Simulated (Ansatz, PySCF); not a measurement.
Gas-phase reaction R1 → 2 P1, each structure at its B3LYP-D3(BJ)/def2-TZVP stationary point, reached from a drawn start (curvature not checked).
P1, BCl2 (SMILES Cl[B]Cl) (charge 0, multiplicity 2, Z-matrix in Å and degrees):
```
B
Cl 1 1.7274
Cl 1 1.7274 2 125.67
```
R1: B2Cl4 (SMILES ClB(Cl)B(Cl)Cl), charge 0, multiplicity 1.

P less R. No zero-point or thermal terms; singlets are restricted closed shells; open shells are unrestricted. One arrangement of each flexible species, with no search for the lowest.

Frozen-core correlation throughout.

Programs: Ansatz (a quantum-chemistry and plane-wave program); PySCF for the D3/D4 terms. All values are computed, each at the level named.

PBE/def2-TZVPP gives 93.99 kcal/mol for the reaction energy.

Task: Where do these levels fall relative to PBE: PBE-D3(BJ)/def2-TZVPP, r2SCAN/def2-TZVPP, B3LYP/def2-TZVPP, wB97M-V/def2-TZVPP, B2PLYP/def2-TZVPP, MP2/cc-pV(Q+d)Z, CCSD(T)/cc-pV(Q+d)Z.

Result: PBE-D3(BJ)/def2-TZVPP 2.30; r2SCAN/def2-TZVPP -2.99; B3LYP/def2-TZVPP -1.46; wB97M-V/def2-TZVPP 9.36; B2PLYP/def2-TZVPP 2.09; MP2/cc-pV(Q+d)Z 8.18; CCSD(T)/cc-pV(Q+d)Z 5.78 kcal/mol. 5 of 7 lie above PBE; the widest gap is to wB97M-V/def2-TZVPP.
